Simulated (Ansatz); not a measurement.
System: C₆H₁₂N, net charge 0, doublet state. It need not be the lowest isomer of its formula. SMILES: N[C]1CCCCC1
Coordinates optimised at B3LYP-D3(BJ)/def2-TZVP (Ansatz, an electronic-structure program):
```
C
N 1 1.3997
H 2 1.0106 1 114.68
H 2 1.0106 3 111.08 1 -132.02
C 1 1.4932 2 116.25 3 42.20
H 5 1.0956 1 110.34 2 -45.52
H 5 1.1060 6 105.76 1 -118.73
C 1 1.4932 2 116.25 3 -172.48
H 8 1.0956 1 110.34 2 45.52
H 8 1.1060 9 105.76 1 118.73
C 8 1.5319 9 110.21 10 117.27
H 11 1.0927 8 109.84 9 -64.09
H 11 1.0944 12 107.02 8 -118.42
C 11 1.5289 12 110.36 13 -118.58
H 14 1.0929 11 110.17 12 58.52
H 14 1.0963 15 106.67 11 118.47
C 14 1.5289 15 110.17 16 118.47
H 17 1.0927 14 110.36 15 -58.52
H 17 1.0944 18 107.02 5 118.42
```
Charge 0, spin multiplicity 2.

Computed values are from Ansatz. Cores are frozen in the correlated levels unless marked. Open shells are spin-unrestricted. No spin-orbit coupling. Non-relativistic. CBS marks a two-point X^-3 extrapolation of the correlation energy; Hartree-Fock from the larger set. [CCSD(T)-MP2]/basis is that difference in the basis named.

* **atomisation energy De**: 7672.7 kJ/mol at RI-MP2/CBS(cc-pVTZ,cc-pVQZ)+[CCSD(T)-MP2]/cc-pVTZ
* **total energy**: -290.2013 Eh at RI-MP2/CBS(cc-pVTZ,cc-pVQZ)+[CCSD(T)-MP2]/cc-pVTZ
* **dipole moment**: 0.86 D at CCSD(T)/aug-cc-pVDZ
* **T1 diagnostic**: 0.012 at CCSD/cc-pVTZ
